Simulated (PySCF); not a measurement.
# Vertical excitation energies

C₂H₆ClF₂Si₂ (charge +1).
SMILES: `C[Si+]([SiH2]Cl)C(F)F`

Computed with TDDFT wB97X-D/def2-SVPD, vertical, gas phase, core orbitals frozen in the response (PySCF). One conformer (not necessarily the lowest) at the GFN2-xTB geometry, without solvent, vibrations or thermal averaging. Torsions of this conformer, `[CH3:1][Si+:2]([SiH2:3][Cl:4])[CH:5]([F:6])[F:7]`: C1–Si2–Si3–Cl4 -29°, C1–Si2–C5–F6 -66°.

```json
{"state": "S1", "E (eV)": "3.15", "E (hartree)": "0.1159", "f": "0.0011", "main configurations (H = HOMO, L = LUMO)": "H→L (93%)"}
{"state": "S2", "E (eV)": "4.16", "E (hartree)": "0.1529", "f": "0.0028", "main configurations (H = HOMO, L = LUMO)": "H-2→L (83%), H-3→L (12%)"}
{"state": "S3", "E (eV)": "4.72", "E (hartree)": "0.1734", "f": "0.0060", "main configurations (H = HOMO, L = LUMO)": "H-1→L (98%)"}
{"state": "S4", "E (eV)": "5.73", "E (hartree)": "0.2106", "f": "0.0007", "main configurations (H = HOMO, L = LUMO)": "H-3→L (82%), H-2→L (11%)"}
{"state": "S5", "E (eV)": "6.19", "E (hartree)": "0.2274", "f": "0.053", "main configurations (H = HOMO, L = LUMO)": "H→L+1 (90%)"}
{"state": "S6", "E (eV)": "6.38", "E (hartree)": "0.2344", "f": "0.0011", "main configurations (H = HOMO, L = LUMO)": "H-6→L (48%), H-5→L (46%)"}
{"state": "S7", "E (eV)": "6.56", "E (hartree)": "0.2411", "f": "0.0046", "main configurations (H = HOMO, L = LUMO)": "H-4→L (73%), H-7→L (18%)"}
{"state": "S8", "E (eV)": "6.74", "E (hartree)": "0.2477", "f": "0.019", "main configurations (H = HOMO, L = LUMO)": "H-7→L (56%), H-4→L (16%), H-6→L (10%)"}
```

Triplets (Tamm–Dancoff): T1 2.68 eV, H→L (93%); T2 3.66 eV, H-2→L (83%), H-3→L (15%); T3 4.57 eV, H-1→L (96%).

The lowest singlet lies at 3.15 eV (393 nm, visible) and is very weak; its leading configuration is HOMO→LUMO (93%). The most intense listed level is S5 at 6.19 eV (200 nm, f = 0.053), 3.03 eV above S1. Löwdin shares by element: HOMO silicon 30%, chlorine 25%, carbon 16% or more (atoms not listed hold the other 30%); LUMO silicon 70%, carbon 18%. Weighted by f, the mean energy of these states is 6.12 eV. Orbital energies (eV): HOMO-3 -17.10, HOMO-2 -15.88, HOMO-1 -15.61, HOMO -14.92, LUMO -7.00, LUMO+1 -4.44, LUMO+2 -3.50. The listed states span 3.59 eV. S1 lies in the visible range (380 to 750 nm), at 393 nm, f = 0.0011; light of that wavelength is violet, and its complementary colour is yellow-green; a Tamm–Dancoff triplet lies at 462 nm, without intensity as long as spin–orbit coupling is left out. Only the lowest 8 singlets were computed, as vertical energies without vibronic structure.

Hardware: one thread, Intel Xeon at 2.70 GHz (x86_64), no GPU, shared host with 64 logical CPUs at a one-minute load of 59. Cost: 79 s, 0.96 GiB resident at most.
